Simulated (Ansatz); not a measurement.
Reaction (ligand exchange at the Al–O bond): `C[O][AlH][Br]` + `O[SiH3]` → `[SiH3][O][AlH][Br]` + CH₃OH

Calculated with Ansatz (gas phase, PBE0-D4/def2-TZVP geometries, no zero-point term in ΔE). CCSD(T)/CBS is the MP2 limit (def2-TZVPP, def2-QZVPP) plus CCSD(T) − MP2 in def2-TZVPP, frozen cores. This one scheme is used for every species. DFT in def2-TZVPP. For Br outer-core shells are correlated without core-valence functions, which leaves a few kJ/mol of doubt a bond. Scalar relativity is left out up to krypton. One conformer a species, not always the lowest.

```tsv
species	CAM-B3LYP energy (Eh)
`C[O][AlH][Br]`	-2932.57181
`O[SiH3]`	-367.18183
`[SiH3][O][AlH][Br]`	-3184.03714
CH₃OH	-115.72462
```

(1) Work out ΔE.

Largest T1 diagnostic among the species: 0.011.

Answers

(1) ΔE = (-3184.03714) + (-115.72462) − (-2932.57181) − (-367.18183) = -0.00812 Eh = -5.1 kcal/mol. CCSD(T)/CBS gives -5.7 kcal/mol.

In def2-TZVPP, CCSD(T) changes the Hartree–Fock value by +1.4 kcal/mol (the triples alone add +0.3 kcal/mol) and MP2 by +1.7 kcal/mol. From PBE to PBE0 (25 % exact exchange), in def2-TZVPP and without D4, ΔE moves by −0.9 kcal/mol. Leaving LDA and LC-ωPBE aside and taking each functional with its dispersion term where it has one, the values, not all of them listed here, spread over 1.9 kcal/mol, from BHLYP-D4 to PBE-D4. LDA lies +0.8 kcal/mol from PBE without D4.
